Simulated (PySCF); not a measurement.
ZnCl₂, SMILES [Zn]([Cl])[Cl].

Coordinates come from a PBE-D3(BJ)/def2-TZVP optimisation. The isomer is the one that the SMILES or the coordinates give; other isomers of the formula were not compared.

Two levels are set side by side: TDA-PBE/def2-SVPD (PySCF) and TDA-CAM-B3LYP/def2-SVPD (PySCF). Vertical, same geometry. The lowest singlet is HOMO−1→LUMO 100 % with PBE and HOMO−1→LUMO 97 % with the other functional; states are paired by order. Differences are taken from unrounded values.

```json
[
 {"quantity": "lowest singlet excitation (eV)", "TDA-CAM-B3LYP": "6.07"},
 {"quantity": "lowest triplet excitation (TDA) (eV)", "TDA-CAM-B3LYP": "5.73"}
]
```

**Question.** What does TDA-PBE give, and how far is it from TDA-CAM-B3LYP? (The exact figures need the calculation; the answer reports its results.)

**Answer.** 
| quantity | TDA-PBE | TDA-PBE minus TDA-CAM-B3LYP |
|---|---|---|
| lowest singlet excitation (eV) | 5.25 | -0.82 |
| lowest triplet excitation (TDA) (eV) | 4.95 | -0.78 |

Functionals without exact exchange tend to place singlet excitations lower, as here. Differences between two approximate levels are no errors against the true value.

Rough cost on one machine, each run with all the roots and properties that it gave: TDA-CAM-B3LYP against TDA-PBE about 2 times.
